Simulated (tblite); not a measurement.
Record of a relaxation.

Species: C5H13BOS.
SMILES with atom numbers: `[BH3-:1][S@@+:2]([CH3:3])[CH2:4][CH:5]1[CH2:6][O:7][CH2:8]1` (hydrogens: H9, H10, H11 on B1; H12, H13, H14 on C3; H15, H16 on C4; H17 on C5; H18, H19 on C6; H20, H21 on C8)

Computed with GFN2-xTB (tblite), gas phase: L-BFGS steps from a force-field or distance-geometry start until the largest atomic force falls under 0.01 eV/Å. 8 of its 65 geometries are shown.

Step 0: E = -702.8154 eV, largest atomic force 2.866 eV/Å
```
atom  x, y, z in Å  |  force x, y, z in eV/Å
B1     -2.135   -0.864    1.039   -0.936  -0.308   1.563
S2     -1.287    0.025   -0.360    0.333  -2.388  -1.550
C3     -2.305    1.333   -0.951   -1.002   1.802   0.021
C4      0.280    0.694    0.186    0.473   0.696   1.649
C5      1.267   -0.447    0.515   -0.728   0.486  -0.118
C6      1.868   -1.108   -0.713   -0.324  -1.055  -0.561
O7      3.163   -0.621   -0.423    0.355   0.047  -0.082
C8      2.693    0.032    0.739    0.442   0.464   0.809
H9     -3.282   -1.035    0.757    0.131   0.162  -0.362
H10    -2.078   -0.204    2.035    0.157   0.227  -0.077
H11    -1.624   -1.917    1.224    0.333  -0.001  -0.277
H12    -2.508    2.061   -0.136   -0.019  -0.333  -0.494
H13    -1.809    1.851   -1.784   -0.172  -0.181   0.274
H14    -3.275    0.918   -1.312    0.848   0.141   0.380
H15     0.109    1.300    1.112    0.131  -0.340  -0.524
H16     0.677    1.358   -0.586    0.041  -0.195  -0.002
H17     0.925   -1.162    1.285   -0.233   0.587  -0.414
H18     1.839   -2.224   -0.653   -0.047   0.648  -0.469
H19     1.507   -0.705   -1.677    0.024  -0.483   0.242
H20     2.830    1.131    0.663    0.106  -0.462   0.300
H21     3.137   -0.400    1.657    0.088   0.488  -0.308
```

Step 9: E = -703.3069 eV, largest atomic force 0.336 eV/Å
```
atom  x, y, z in Å  |  force x, y, z in eV/Å
B1     -2.181   -0.893    1.112    0.030   0.014  -0.030
S2     -1.275   -0.087   -0.450    0.014  -0.209  -0.263
C3     -2.283    1.353   -0.940   -0.003  -0.009   0.040
C4      0.262    0.686    0.198    0.045  -0.008  -0.016
C5      1.258   -0.416    0.502    0.030   0.019   0.013
C6      1.860   -1.121   -0.725   -0.014   0.026   0.066
O7      3.166   -0.622   -0.414   -0.049   0.029   0.002
C8      2.706    0.047    0.762   -0.061  -0.030  -0.029
H9     -3.298   -1.022    0.726    0.079   0.002   0.057
H10    -2.042   -0.134    2.015    0.000   0.029  -0.070
H11    -1.595   -1.923    1.228   -0.070   0.086   0.048
H12    -2.471    2.023   -0.113    0.076   0.027   0.195
H13    -1.809    1.877   -1.762    0.097  -0.008   0.008
H14    -3.224    0.932   -1.275   -0.053  -0.017  -0.024
H15     0.033    1.255    1.097   -0.089   0.032   0.064
H16     0.657    1.345   -0.574   -0.062   0.068  -0.053
H17     0.844   -1.083    1.260    0.084  -0.002  -0.045
H18     1.825   -2.213   -0.717    0.032  -0.001   0.083
H19     1.497   -0.771   -1.698    0.052   0.070   0.077
H20     2.877    1.129    0.715   -0.054  -0.068  -0.062
H21     3.184   -0.344    1.667   -0.084  -0.048  -0.063
```

Step 18: E = -703.3653 eV, largest atomic force 0.109 eV/Å
```
atom  x, y, z in Å  |  force x, y, z in eV/Å
B1     -2.159   -0.873    1.077    0.001  -0.011  -0.006
S2     -1.261   -0.163   -0.543   -0.027  -0.069   0.007
C3     -2.244    1.321   -0.909    0.002  -0.014   0.018
C4      0.220    0.663    0.163    0.026  -0.016   0.005
C5      1.247   -0.400    0.492    0.035  -0.016   0.028
C6      1.860   -1.117   -0.718   -0.007   0.006   0.016
O7      3.162   -0.614   -0.411   -0.029   0.035  -0.001
C8      2.692    0.058    0.757   -0.026  -0.001  -0.010
H9     -3.286   -1.013    0.734    0.035   0.006  -0.014
H10    -1.998   -0.042    1.912    0.000   0.006  -0.050
H11    -1.601   -1.901    1.288    0.001   0.066  -0.008
H12    -2.359    1.919   -0.014   -0.013   0.038   0.101
H13    -1.762    1.889   -1.696    0.048   0.042  -0.044
H14    -3.213    0.975   -1.244   -0.086  -0.013  -0.026
H15    -0.097    1.198    1.057    0.022   0.012   0.067
H16     0.592    1.371   -0.578    0.039  -0.031  -0.051
H17     0.840   -1.063    1.256    0.033  -0.034  -0.007
H18     1.829   -2.208   -0.684   -0.006  -0.019  -0.032
H19     1.505   -0.763   -1.690    0.013  -0.042  -0.020
H20     2.872    1.136    0.706   -0.019  -0.017   0.018
H21     3.152   -0.356    1.660   -0.041   0.074   0.009
```

Step 27: E = -703.3736 eV, largest atomic force 0.103 eV/Å
```
atom  x, y, z in Å  |  force x, y, z in eV/Å
B1     -2.153   -0.859    1.061   -0.024  -0.028   0.033
S2     -1.267   -0.172   -0.557   -0.004  -0.043   0.026
C3     -2.245    1.323   -0.892    0.036  -0.021   0.001
C4      0.217    0.643    0.160   -0.025  -0.016  -0.050
C5      1.242   -0.417    0.490    0.027   0.006   0.026
C6      1.864   -1.125   -0.720    0.022   0.007   0.034
O7      3.158   -0.603   -0.406    0.021  -0.001  -0.007
C8      2.676    0.069    0.758    0.015  -0.025  -0.026
H9     -3.278   -1.016    0.722    0.006  -0.006  -0.003
H10    -1.998   -0.007    1.875   -0.025   0.006  -0.004
H11    -1.588   -1.875    1.300    0.008   0.028  -0.006
H12    -2.350    1.898    0.020   -0.029   0.045   0.066
H13    -1.753    1.898   -1.667    0.025   0.087  -0.049
H14    -3.219    0.996   -1.236   -0.054  -0.021  -0.006
H15    -0.092    1.183    1.055   -0.008   0.003   0.005
H16     0.598    1.338   -0.589    0.031   0.028  -0.021
H17     0.852   -1.087    1.256   -0.023  -0.016  -0.013
H18     1.840   -2.217   -0.691    0.043  -0.013   0.006
H19     1.508   -0.782   -1.697    0.019   0.007   0.027
H20     2.844    1.150    0.705   -0.061  -0.031  -0.023
H21     3.134   -0.322    1.671    0.000   0.006  -0.017
```

Step 37: E = -703.3817 eV, largest atomic force 0.078 eV/Å
```
atom  x, y, z in Å  |  force x, y, z in eV/Å
B1     -2.163   -0.847    1.058    0.005   0.008  -0.017
S2     -1.282   -0.169   -0.572   -0.005  -0.047   0.017
C3     -2.247    1.343   -0.869    0.017  -0.015   0.005
C4      0.221    0.614    0.139   -0.064  -0.011  -0.044
C5      1.241   -0.449    0.482   -0.007   0.028   0.010
C6      1.892   -1.148   -0.719    0.001   0.018   0.016
O7      3.169   -0.592   -0.396    0.015  -0.013  -0.009
C8      2.658    0.075    0.758    0.021   0.004  -0.022
H9     -3.279   -1.043    0.712    0.005  -0.018   0.008
H10    -2.037    0.034    1.847   -0.023  -0.005   0.011
H11    -1.565   -1.835    1.325   -0.010   0.002   0.003
H12    -2.358    1.885    0.064   -0.026   0.028   0.025
H13    -1.753    1.949   -1.620    0.016   0.023  -0.014
H14    -3.220    1.025   -1.228   -0.019   0.014  -0.002
H15    -0.088    1.162    1.030    0.041   0.002  -0.005
H16     0.616    1.300   -0.612    0.000   0.013   0.003
H17     0.845   -1.120    1.244   -0.002  -0.017   0.000
H18     1.903   -2.240   -0.689    0.005   0.019   0.008
H19     1.533   -0.809   -1.695    0.024  -0.031  -0.009
H20     2.773    1.161    0.681    0.025   0.007   0.020
H21     3.131   -0.280    1.677   -0.019  -0.008  -0.004
```

Step 46: E = -703.3858 eV, largest atomic force 0.033 eV/Å
```
atom  x, y, z in Å  |  force x, y, z in eV/Å
B1     -2.178   -0.845    1.063   -0.005  -0.002  -0.005
S2     -1.306   -0.170   -0.573    0.027  -0.013   0.014
C3     -2.252    1.360   -0.850    0.001  -0.007   0.009
C4      0.216    0.601    0.113   -0.021   0.011  -0.009
C5      1.243   -0.455    0.462   -0.004   0.010   0.005
C6      1.920   -1.160   -0.720   -0.002   0.007  -0.006
O7      3.185   -0.581   -0.392    0.011  -0.016  -0.002
C8      2.653    0.083    0.754    0.014  -0.005  -0.002
H9     -3.284   -1.085    0.713   -0.009   0.003  -0.009
H10    -2.089    0.050    1.841    0.001  -0.003   0.001
H11    -1.557   -1.813    1.350    0.016   0.004   0.002
H12    -2.373    1.883    0.092   -0.003   0.020   0.022
H13    -1.742    1.979   -1.581    0.011  -0.002  -0.003
H14    -3.225    1.065   -1.229   -0.008  -0.008  -0.012
H15    -0.073    1.155    1.006    0.004   0.011   0.004
H16     0.605    1.284   -0.642   -0.005  -0.008  -0.022
H17     0.848   -1.127    1.222   -0.010  -0.001   0.009
H18     1.945   -2.251   -0.665    0.009   0.004   0.001
H19     1.576   -0.852   -1.711   -0.012   0.004  -0.013
H20     2.770    1.169    0.684   -0.014   0.004   0.006
H21     3.111   -0.273    1.680   -0.001  -0.011   0.010
```

Step 55: E = -703.3863 eV, largest atomic force 0.016 eV/Å
```
atom  x, y, z in Å  |  force x, y, z in eV/Å
B1     -2.180   -0.846    1.064    0.003   0.003   0.002
S2     -1.309   -0.171   -0.569    0.013  -0.006   0.000
C3     -2.252    1.360   -0.844   -0.003   0.004  -0.006
C4      0.216    0.601    0.108   -0.003   0.006  -0.006
C5      1.242   -0.454    0.459   -0.007  -0.001   0.003
C6      1.923   -1.160   -0.722   -0.003  -0.002  -0.002
O7      3.187   -0.580   -0.390    0.002  -0.001  -0.008
C8      2.652    0.082    0.756    0.006   0.004  -0.002
H9     -3.284   -1.091    0.710   -0.005  -0.009   0.001
H10    -2.098    0.050    1.840   -0.001   0.010   0.011
H11    -1.551   -1.808    1.356    0.003  -0.013   0.003
H12    -2.377    1.885    0.099   -0.002  -0.006   0.004
H13    -1.735    1.978   -1.571    0.005   0.007  -0.004
H14    -3.223    1.067   -1.230   -0.008   0.000   0.000
H15    -0.068    1.164    0.998    0.003   0.001  -0.006
H16     0.599    1.278   -0.657    0.013  -0.001  -0.008
H17     0.843   -1.125    1.218   -0.009  -0.010   0.006
H18     1.952   -2.251   -0.664   -0.006  -0.004   0.001
H19     1.579   -0.856   -1.714   -0.001   0.009   0.000
H20     2.767    1.167    0.688    0.003   0.013   0.008
H21     3.108   -0.277    1.682   -0.004  -0.005   0.005
```

Step 64: E = -703.3868 eV, largest atomic force 0.008 eV/Å
```
atom  x, y, z in Å  |  force x, y, z in eV/Å
B1     -2.179   -0.847    1.068    0.003   0.001  -0.004
S2     -1.308   -0.172   -0.567    0.000  -0.002  -0.001
C3     -2.252    1.359   -0.841   -0.003   0.003  -0.002
C4      0.219    0.604    0.099   -0.004   0.000  -0.001
C5      1.240   -0.453    0.459   -0.003  -0.002  -0.002
C6      1.921   -1.158   -0.722    0.003  -0.001  -0.002
O7      3.185   -0.577   -0.390    0.002   0.004  -0.002
C8      2.650    0.080    0.759    0.001  -0.002   0.003
H9     -3.280   -1.100    0.710   -0.004   0.001   0.003
H10    -2.104    0.051    1.844    0.005   0.001  -0.001
H11    -1.548   -1.807    1.363    0.007   0.000   0.002
H12    -2.379    1.879    0.103   -0.006   0.001   0.000
H13    -1.731    1.980   -1.564   -0.001   0.003  -0.002
H14    -3.221    1.069   -1.232   -0.002  -0.002   0.001
H15    -0.061    1.178    0.984    0.000   0.001  -0.002
H16     0.606    1.270   -0.673   -0.001   0.001   0.001
H17     0.836   -1.123    1.216   -0.001  -0.001   0.003
H18     1.950   -2.248   -0.666   -0.001  -0.002   0.000
H19     1.578   -0.851   -1.714    0.001   0.000   0.000
H20     2.767    1.167    0.699    0.003  -0.001   0.000
H21     3.103   -0.285    1.684    0.001  -0.004   0.007
```

**Question.** Summarise the path.

**Answer.** The energy falls by 55.13 kJ/mol from step 0 to step 64; nine tenths of that is first reached at step 12. It falls at every step. The largest force goes from 2.866 to 0.008 eV/Å. Among the bonds B1–S2 changes most, from 1.862 to 1.971 Å; the atoms move by 0.176 Å rms after alignment.

What follows is the cost of the whole relaxation. On one thread, Arm Neoverse V1 (aarch64), no GPU, on a shared host, this took 0.48 s wall.
